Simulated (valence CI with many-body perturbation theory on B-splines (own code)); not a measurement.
# Questions on Sn II

Method: relativistic CI+MBPT: three valence electrons over a frozen Dirac-Fock core [Kr] 4d10, radial functions for each j: 9 s, 9 p, 8 d, 6 f, 3 g, 1 h, with the one-electron correlation potential Σ1, the two-electron term Σ2, the three-electron term Σ3, Breit, model QED; selected CI, second order for the rest, scaled by the run's own slope (own B-spline code, finite nucleus).

Set against measurement, 15 paired levels are off by 137 cm⁻¹ on average, the worst by 394. These come from a selection out of the NIST Handbook of Basic Atomic Spectroscopic Data. Levels without a partner in it may be off by more.

Names give the largest LS component (configuration and term), which can be under half, so a name can repeat, a term be missing and a line seem to break the LS rules; names also repeat where a configuration has a term twice.

Rates and lifetimes use the calculated energies. Strong lines usually hold to 10 to 20 %, long lifetimes can be off by a factor of two.

Q: What is the ground level?

A: 5s²5p ²P°_1/2, composition 96 % 5s²5p ²P°, g = 0.666.

Q: Among levels below 98765 cm⁻¹, which E1 lines absorb most strongly from the ground level?

A: to 5s²5d ²D_3/2 at 140.0 nm, f = 1.25; to 5s5p² ²S_1/2 at 131.9 nm, f = 0.519; to 5s5p² ²P_3/2 at 122.1 nm, f = 0.187.

Q: Where does the other parity begin?

A: At 5s5p² ⁴P_1/2, 46071 cm⁻¹.

Q: How is the term ²P° of the ground level split?

A: J = 1/2 at 0.0, J = 3/2 at 4248 cm⁻¹.

Q: What are the static dipole polarisabilities of the lowest levels?

A: 5s²5p ²P°_1/2 25.4; 5s²5p ²P°_3/2 27.2 (tensor -1.8) bohr³, of which the core gives 2.26.

Q: Name the longest-lived excited levels whose lifetime is computed, and their main decay.

A: 5s²5p ²P°_3/2 at 4248 cm⁻¹ lives 1.44 s, mostly by M1 to 5s²5p ²P°_1/2.

Q: What is the ionisation energy?

A: 14.617 eV; NIST lists 14.6331 eV (measured).
